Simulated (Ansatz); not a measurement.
Mulliken charges of CH5FGeOSi, SMILES `F[C@H]1O[Si@H]1[GeH3]` from PBE/def2-TZVPP in Ansatz (PBE0-D4/def2-TZVP geometry).

```tsv
atom	x (Å)	y (Å)	z (Å)	charge (e)
F1	0.188	-1.947	1.382	-0.173
C2	-0.524	-1.778	0.234	0.151
O3	-1.580	-0.856	0.379	-0.294
Si4	-0.443	-0.207	-0.695	0.231
Ge5	0.839	1.613	0.114	0.023
H6	-0.834	-2.752	-0.142	0.090
H7	-0.910	-0.141	-2.104	-0.059
H8	1.366	1.277	1.512	0.023
H9	-0.030	2.878	0.170	0.007
H10	2.012	1.862	-0.846	0.002
```

**Question.** By hand: the dipole of these point charges (1 e Å = 4.8032 D).

**Answer.** Σ q r = (0.284, 0.123, -0.327) e Å, of length 0.450 e Å = 2.16 D.

**Question.** How does the dipole of the full density compare? (Best estimate.)

**Answer.** Ansatz gave: (0.144, 0.173, -0.380) e Å, 2.12 D; the point charges give 1.02 times that, at 20° from its direction.

Point charges leave out the atoms' own dipoles, such as those of lone pairs, and Mulliken's split depends on the basis, so the two needn't agree.
